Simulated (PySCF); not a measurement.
A GIAO shielding run with PySCF 2.14.0 with density-fitted response routines (density fitting, non-relativistic, gas phase) on `O(C)C[SiH2][SiH2]Cl`, C2H9ClOSi2:

```
$ OMP_NUM_THREADS=1 python probes_run.py task.json out

{"job": {"kind": "nmr", "xc": "PBE0", "basis": "pcSseg-1"}, "charge": 0, "multiplicity": 1}
C      2.171441     0.456142     0.874998
O      0.956626     0.415410     0.175835
C      0.651687    -0.856126    -0.369981
Si    -1.069916    -0.583617    -1.150764
Si    -2.194885     0.777154     0.348187
Cl    -2.416238    -0.164029     2.132700
H      3.012828     0.191307     0.222022
H      2.158907    -0.233900     1.728344
H      2.297479     1.476148     1.234179
H      0.641218    -1.615403     0.424153
H      1.423137    -1.156256    -1.091000
H     -0.874915     0.071334    -2.449751
H     -1.642362    -1.908490    -1.437941
H     -3.563985     1.082134    -0.085956
H     -1.555437     2.056180     0.653269
```

Hardware: 1 thread of an Arm Neoverse N1, shared host. The job also computes population analyses, field gradients.

Question: How large is the calculation?

Answer: 74 electrons, 168 basis functions and 944 auxiliary functions.

Question: How long does it take, and how much memory does it need?

Answer: 40 s of wall time, with 12 SCF cycles and 4 response iterations; peak memory 0.75 GiB. Times on a shared host scatter by some tens of per cent.
